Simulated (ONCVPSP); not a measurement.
## Cutoff test, Cu, ONCV

Cu, optimised norm-conserving Vanderbilt (ONCV), made with ONCVPSP 4.0.1 (PBE, scalar-relativistic). Core [Ne], reference 3s2 3p6 3d9 (charge +2). Waves: 3s: rc 0.90 bohr, ncon 4, nbas 7, qcut 16.6 1/bohr, 2 projectors, debl 1.6 Ha; 3p: rc 1.00 bohr, ncon 4, nbas 9, qcut 16.7 1/bohr, 1 projector; 3d: rc 0.95 bohr, ncon 3, nbas 7, qcut 17.2 1/bohr, 2 projectors, debl 1.9 Ha; f scattering state at 0.28 Ha: rc 0.90 bohr, ncon 4, nbas 7, qcut 11.4 1/bohr, local. Local part: the f channel. Core correction: Teter function, fcfact 4.5, rcfact 1.1.

In the s channel the program set the typed energies aside and used -5.155, 0.250 Ha.

Question: For each optimised wave give the share of its norm inside rc, the residual kinetic energy above qcut (Ha) and the cutoffs (Ha) for errors of 10, 1, 0.1 and 0.01 mHa per electron.

Answer:

| wave | norm inside rc | residual KE | 10 mHa | 1 mHa | 0.1 mHa | 0.01 mHa |
| --- | --- | --- | --- | --- | --- | --- |
| 3s | 0.787 | 1.7e-07 | 65.9 | 83.8 | 99.4 | 112.7 |
| s projector 2 | 0.019 | 5.5e-09 | 43.1 | 65.7 | 84.7 | 100.5 |
| 3p | 0.820 | 5.0e-09 | 34.7 | 43.6 | 77.8 | 96.8 |
| 3d | 0.619 | 5.1e-07 | 90.0 | 107.8 | 122.1 | 133.5 |
| d projector 2 | 0.040 | 1.1e-07 | 72.4 | 95.1 | 113.5 | 127.3 |
| f projector 1 | 0.001 | 2.8e-06 | 4.1 | 12.9 | 32.3 | 53.7 |

The occupied waves need 108 Ha and 122 Ha for 1 and 0.1 mHa. Rows with under 1 % of the norm inside rc give no meaningful cutoff.
